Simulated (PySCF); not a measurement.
SMILES C=CCCC, singlet at its GFN2-xTB optimised geometry (Å):

```
15

C      1.4130    -1.8859    -0.9082
C      0.6605    -1.2945     0.0000
C     -0.8345    -1.2945     0.0000
C     -1.4030     0.1282     0.0000
C     -1.0559     0.8755    -1.2811
H      0.9818    -2.4257    -1.7360
H      2.4888    -1.8600    -0.8672
H      1.1191    -0.7549     0.8195
H     -1.2058    -1.8380    -0.8710
H     -1.1854    -1.8120     0.8984
H     -1.0061     0.6742     0.8591
H     -2.4888     0.0789     0.1097
H      0.0229     0.9344    -1.4054
H     -1.4705     0.3620    -2.1453
H     -1.4572     1.8859    -1.2560
```

Level of theory: CAM-B3LYP/def2-TZVP in PySCF.

Map of the Laplacian of the electron density (e/bohr⁵) on the plane z = 1.5 Å:

```
|000000000000000000000000000|
|000000000000000000000000000|
|000000000000000000000000000|
|000000000000000000000000000|
|000000000000000000000000000|
|000000000000000000000000000|
|000000000000000000000000000|
|000000000000000000000000000|
|000000000000000000000000000|
|000000001121000000000000000|
|000000012564100000000000000|
|000000113797310000000000000|
|000000124786210000000000000|
|000000123453211111000000000|
|000000012332112354100000000|
|000000012232223686200000000|
|000000012443223676200000000|
|000000013786323443100000000|
|000000015997322221100000000|
|000000013785211110000000000|
|000000001332100000000000000|
|000000000110000000000000000|
|000000000000000000000000000|
|000000000000000000000000000|
|000000000000000000000000000|
|000000000000000000000000000|
|000000000000000000000000000|
```
Scale: ten equal steps from 0.000 (start of '0') to 0.072 (end of '9'), in the order '0123456789'; x runs from -4.50 to 4.50, y from -4.50 (bottom) to 4.50 (top).
